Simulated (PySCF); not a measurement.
First SCF of a structure search on doublet Mo(OH)₃, at a hand-made trigonal pyramidal (heavy-atom frame) geometry. PySCF input:

```python
from pyscf import gto, scf, dft
mol = gto.M(atom='''
Mo     0.000000     0.000000     0.000000
O      1.774700     0.000000     0.943600
O     -0.887400     1.537000     0.943600
O     -0.887400    -1.537000     0.943600
H      2.319600    -0.735400     1.233300
H     -0.522900     2.376500     1.233300
H     -1.796700    -1.641100     1.233300''',
    basis={'Mo': 'def2-TZVP', 'O': 'def2-TZVP', 'H': 'def2-TZVP'},
    ecp={'Mo': 'def2-TZVP'},
    charge=0, spin=1)
mf = dft.UKS(mol, xc='PBE0')
mf.grids.atom_grid = (50, 194)
aux = {'Mo': 'def2-universal-JKFIT', 'O': 'def2-universal-JKFIT', 'H': 'def2-universal-JKFIT'}
mf = mf.density_fit(auxbasis=aux)
mf.conv_tol = 1e-08
mf.diis_space = 10
mf.max_cycle = 60
mf.init_guess = 'minao'
mf.verbose = 4
mf.kernel()
```

Excerpt of the output (cycles alone); where DIIS stalls, ADIIS, DIIS with a small level shift and a second-order solver take over in turn:

```
init E= -288.842901493747
cycle= 1 E= -295.064825233261  delta_E= -6.22  |g|= 1.04  |ddm|= 2.73
cycle= 2 E= -291.126709903169  delta_E= 3.94  |g|= 3.11  |ddm|= 2.21
cycle= 3 E= -295.343675104842  delta_E= -4.22  |g|= 0.496  |ddm|= 2.01
cycle= 4 E= -295.459546177063  delta_E= -0.116  |g|= 0.211  |ddm|= 0.618
cycle= 5 E= -295.480603092304  delta_E= -0.0211  |g|= 0.075  |ddm|= 0.213
cycle= 6 E= -295.485900849854  delta_E= -0.0053  |g|= 0.0497  |ddm|= 0.12
cycle= 7 E= -295.490657297157  delta_E= -0.00476  |g|= 0.0337  |ddm|= 0.0951
cycle= 8 E= -295.490391401524  delta_E= 0.000266  |g|= 0.0334  |ddm|= 0.00559
cycle= 9 E= -295.480251634392  delta_E= 0.0101  |g|= 0.0264  |ddm|= 0.401
cycle= 10 E= -295.48077471132  delta_E= -0.000523  |g|= 0.0172  |ddm|= 0.0425
cycle= 11 E= -295.480984379221  delta_E= -0.00021  |g|= 0.013  |ddm|= 0.0979
cycle= 12 E= -295.481516067246  delta_E= -0.000532  |g|= 0.00945  |ddm|= 0.0521
cycle= 13 E= -295.481525552768  delta_E= -9.49e-06  |g|= 0.00917  |ddm|= 0.00329
... 38 lines left out ...
cycle= 52 E= -295.479738216832  delta_E= -2.64e-06  |g|= 0.00059  |ddm|= 0.00934
cycle= 53 E= -295.4797424959  delta_E= -4.28e-06  |g|= 0.00061  |ddm|= 0.0122
cycle= 54 E= -295.479746685019  delta_E= -4.19e-06  |g|= 0.000608  |ddm|= 0.00696
cycle= 55 E= -295.47974908637  delta_E= -2.4e-06  |g|= 0.000595  |ddm|= 0.00314
cycle= 56 E= -295.479749975345  delta_E= -8.89e-07  |g|= 0.000589  |ddm|= 0.00414
cycle= 57 E= -295.479752252923  delta_E= -2.28e-06  |g|= 0.000587  |ddm|= 0.00311
cycle= 58 E= -295.479752764847  delta_E= -5.12e-07  |g|= 0.000584  |ddm|= 0.00166
cycle= 59 E= -295.47974930459  delta_E= 3.46e-06  |g|= 0.000568  |ddm|= 0.00391
cycle= 60 E= -295.479741174546  delta_E= 8.13e-06  |g|= 0.000544  |ddm|= 0.0106
SCF not converged.
init E= -288.842901493747
cycle= 1 E= -295.064825233261  delta_E= -6.22  |g|= 1.04  |ddm|= 2.73
cycle= 2 E= -291.126709903169  delta_E= 3.94  |g|= 3.11  |ddm|= 2.21
cycle= 3 E= -295.230391775422  delta_E= -4.1  |g|= 0.84  |ddm|= 1.73
cycle= 4 E= -295.459723378601  delta_E= -0.229  |g|= 0.237  |ddm|= 0.605
cycle= 5 E= -295.371069383064  delta_E= 0.0887  |g|= 0.543  |ddm|= 0.456
cycle= 6 E= -295.482138427373  delta_E= -0.111  |g|= 0.133  |ddm|= 0.237
cycle= 7 E= -295.483119325613  delta_E= -0.000981  |g|=  0.2  |ddm|= 0.282
cycle= 8 E= -295.500872183701  delta_E= -0.0178  |g|= 0.115  |ddm|= 0.208
cycle= 9 E= -295.499459578687  delta_E= 0.00141  |g|= 0.192  |ddm|= 0.239
cycle= 10 E= -295.513613297468  delta_E= -0.0142  |g|= 0.0785  |ddm|= 0.145
cycle= 11 E= -295.513046393303  delta_E= 0.000567  |g|= 0.116  |ddm|= 0.138
cycle= 12 E= -295.518148961412  delta_E= -0.0051  |g|= 0.0458  |ddm|= 0.0862
cycle= 13 E= -295.51773606831  delta_E= 0.000413  |g|= 0.0685  |ddm|= 0.0772
cycle= 14 E= -295.519673823254  delta_E= -0.00194  |g|= 0.0203  |ddm|= 0.0478
cycle= 15 E= -295.519361128343  delta_E= 0.000313  |g|= 0.0419  |ddm|= 0.0416
cycle= 16 E= -295.520080598484  delta_E= -0.000719  |g|= 0.00401  |ddm|= 0.0237
cycle= 17 E= -295.520152835917  delta_E= -7.22e-05  |g|= 0.00613  |ddm|= 0.0175
cycle= 18 E= -295.520130194234  delta_E= 2.26e-05  |g|= 0.014  |ddm|= 0.0157
cycle= 19 E= -295.520208926279  delta_E= -7.87e-05  |g|= 0.00447  |ddm|= 0.00994
cycle= 20 E= -295.520210719355  delta_E= -1.79e-06  |g|= 0.00768  |ddm|= 0.0099
SCF not converged.
init E= -295.520210719355
cycle= 1 E= -295.520156585053  delta_E= 5.41e-05  |g|= 0.015  |ddm|= 0.0122
cycle= 2 E= -295.51994133611  delta_E= 0.000215  |g|= 0.0285  |ddm|= 0.0222
cycle= 3 E= -295.52024096224  delta_E= -0.0003  |g|= 0.00444  |ddm|= 0.0121
cycle= 4 E= -295.520252506048  delta_E= -1.15e-05  |g|= 0.00104  |ddm|= 0.00272
cycle= 5 E= -295.520256519812  delta_E= -4.01e-06  |g|= 0.000816  |ddm|= 0.00246
cycle= 6 E= -295.520266276466  delta_E= -9.76e-06  |g|= 0.000687  |ddm|= 0.00686
cycle= 7 E= -295.520272267845  delta_E= -5.99e-06  |g|= 0.000625  |ddm|= 0.00459
cycle= 8 E= -295.520277347759  delta_E= -5.08e-06  |g|= 0.000609  |ddm|= 0.00395
cycle= 9 E= -295.520287294982  delta_E= -9.95e-06  |g|= 0.00061  |ddm|= 0.00789
cycle= 10 E= -295.520294348337  delta_E= -7.05e-06  |g|= 0.000577  |ddm|= 0.00567
cycle= 11 E= -295.520312026723  delta_E= -1.77e-05  |g|= 0.000817  |ddm|= 0.015
cycle= 12 E= -295.520318601556  delta_E= -6.57e-06  |g|= 0.000557  |ddm|= 0.00546
cycle= 13 E= -295.520338966478  delta_E= -2.04e-05  |g|= 0.00101  |ddm|= 0.0188
cycle= 14 E= -295.520363065884  delta_E= -2.41e-05  |g|= 0.00133  |ddm|= 0.024
cycle= 15 E= -295.520380761782  delta_E= -1.77e-05  |g|= 0.00104  |ddm|= 0.0183
cycle= 16 E= -295.52039475075  delta_E= -1.4e-05  |g|= 0.000951  |ddm|= 0.0162
cycle= 17 E= -295.520417691886  delta_E= -2.29e-05  |g|= 0.00195  |ddm|= 0.0337
cycle= 18 E= -295.520428434104  delta_E= -1.07e-05  |g|= 0.000916  |ddm|= 0.0144
cycle= 19 E= -295.52043766002  delta_E= -9.23e-06  |g|= 0.00106  |ddm|= 0.0175
cycle= 20 E= -295.520444781711  delta_E= -7.12e-06  |g|= 0.001  |ddm|= 0.0163
cycle= 21 E= -295.520448154899  delta_E= -3.37e-06  |g|= 0.000578  |ddm|= 0.00751
cycle= 22 E= -295.520450238974  delta_E= -2.08e-06  |g|= 0.000413  |ddm|= 0.00598
cycle= 23 E= -295.520452415501  delta_E= -2.18e-06  |g|= 0.000482  |ddm|= 0.00798
cycle= 24 E= -295.520454363638  delta_E= -1.95e-06  |g|= 0.000637  |ddm|= 0.0104
cycle= 25 E= -295.520455188721  delta_E= -8.25e-07  |g|= 0.000226  |ddm|= 0.0033
cycle= 26 E= -295.52045595264  delta_E= -7.64e-07  |g|= 0.000369  |ddm|= 0.00609
cycle= 27 E= -295.520456309178  delta_E= -3.57e-07  |g|= 0.000179  |ddm|= 0.00256
cycle= 28 E= -295.520456201913  delta_E= 1.07e-07  |g|= 0.000138  |ddm|= 0.00152
cycle= 29 E= -295.520456505998  delta_E= -3.04e-07  |g|= 0.000165  |ddm|= 0.00302
cycle= 30 E= -295.520456675101  delta_E= -1.69e-07  |g|= 0.000138  |ddm|= 0.00219
SCF not converged.
macro= 0  E= -295.520457037311  delta_E= -3.6221e-07  |g|= 0.000137599  1 KF 10 JK
macro= 1  E= -295.52045703731  delta_E= 5.68434e-13  |g|= 3.20728e-05  1 KF 2 JK
macro X = 2  E=-295.52045703731  |g|= 3.20728e-05  total 3 KF 15 JK
converged SCF energy = -295.52045703731  <S^2> = 1.7518155  2S+1 = 2.8297106
```

This is not the lowest solution: another start and a stability analysis within the same unrestricted form found one 4.9 kJ/mol lower, at -295.52232 Eh.

With open d or f shells other occupations or spin states may lie lower.

The search for the lowest solution, 3 starts and the stability check together, took 2.7 min on 4 threads of a shared Arm Neoverse V1 host, with 151 basis functions; the process peaked at 1.1 GiB.
